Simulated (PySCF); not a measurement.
## Exercise with solution: oscillator strength and radiative lifetime

C2H5FO2Si, SMILES [Si@H](F)(C)C(O)=O.

Geometry optimised at PBE-D3(BJ)/def2-SVP. The structure was generated by enumeration; whether it is a known compound was not checked. One conformer was computed; it need not be the lowest.

TDA-PBE0/def2-SVPD in PySCF 2.14.0 puts the first singlet state with f over 0.02 at 7.03 eV (vertical), with the transition dipole (-0.394, 0.156, 0.007) in atomic units.

Question: Find the oscillator strength, the wavelength and the radiative lifetime that this transition would have in vacuum if emission retraced absorption.

Answer: 
|μ|² = 0.1796 au, so |μ| = 1.08 D. ΔE = 7.03/27.211 = 0.2583 hartree. f = (2/3) ΔE |μ|² = 0.031 (the program prints 0.031).
λ = 1239.84/7.03 = 176 nm; ν = 56701 cm⁻¹.
Einstein's coefficient A = 0.6670 ν² f s⁻¹ (ν in cm⁻¹) = 6.6e7 s⁻¹, so τ = 1/A = 15 ns. This state is S2; the lower singlet has f = 0.006. The figure is the radiative limit of this one transition; relaxation, internal conversion, crossing to triplets and a medium change what is measured.
